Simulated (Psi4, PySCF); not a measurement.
The Psi4 input:
```
memory 2 GB

molecule {
0 1
C    -0.01328681   -0.00656652    0.65800535
C     0.01328681    0.00656652   -0.65800535
H    -0.02089650    0.90169144    1.23822259
H    -0.02873771   -0.92622134    1.21982272
H     0.02873771    0.92622134   -1.21982272
H     0.02089650   -0.90169144   -1.23822259
}

set {
  basis aug-cc-pvdz
  scf_type pk
  puream true
  d_convergence 1e-8
  dft_radial_points 99
  dft_spherical_points 590
}

energy('cam-b3lyp')
print_variables()
```

Problem. Convert this to an input for PySCF.

Solution. This is not unique; one that fits is 
```python
from pyscf import gto, scf, dft

mol = gto.Mole()
mol.atom = '''
    C    -0.013287   -0.006567    0.658005
    C     0.013287    0.006567   -0.658005
    H    -0.020896    0.901691    1.238223
    H    -0.028738   -0.926221    1.219823
    H     0.028738    0.926221   -1.219823
    H     0.020896   -0.901691   -1.238223
'''
mol.basis = 'aug-cc-pvdz'
mol.charge = 0
mol.spin = 0
mol.verbose = 4
mol.build()

mf = dft.RKS(mol)
mf.xc = 'camb3lyp'
mf.grids.atom_grid = (99, 590)
mf.grids.prune = None
mf.kernel()
```

Both were run: Psi4 gave -78.541317 Eh and PySCF -78.541317 Eh, 0.000 mEh apart.
